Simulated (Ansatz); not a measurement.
Reaction (cleavage of the Si–B bond): `C=NB[SiH3]` + `CC(F)S` → `CC(F)S[SiH3]` + `BN=C`

Isolated molecules relaxed with PBE0-D4/def2-TZVP in Ansatz; ΔE leaves out vibrations. CCSD(T)/CBS adds triple-zeta CCSD(T) − MP2 to the extrapolated MP2 energy (def2 sets, frozen cores). DFT in def2-TZVPP. Each species was taken in one conformer, which may not be the lowest.

```csv
level,ΔE (kJ/mol),difference from CCSD(T)/CBS
r2SCAN-D4,-53.0,3.6
ωB97X-V,-56.2,0.4
ωB97M-V,-59.1,-2.5
PBE,-43.7,12.9
PBE0,-48.5,8.1
CCSD/def2-TZVPP,-53.8,2.8
HF/def2-QZVPP,-63.1,-6.5
MP2/def2-QZVPP,-63.2,-6.6
SCS-MP2/def2-QZVPP,-62.1,-5.5
HF/CBS(def2),-63.1,-6.5
CCSD(T)/CBS,-56.6,0
```

Largest T1 diagnostic among the species: 0.017.

From PBE to PBE0 (25 % exact exchange), in def2-TZVPP and without D4, ΔE moves by −4.8 kJ/mol. The D4 term adds −5.3 kJ/mol with B3LYP and −2.8 kJ/mol with PBE0; it sums over pairs of atoms, weighted by their polarisabilities, and B3LYP, whose exchange is more repulsive, gets the larger term.

B3LYP here is the variant with VWN-RPA as its local correlation; programs differ in this.
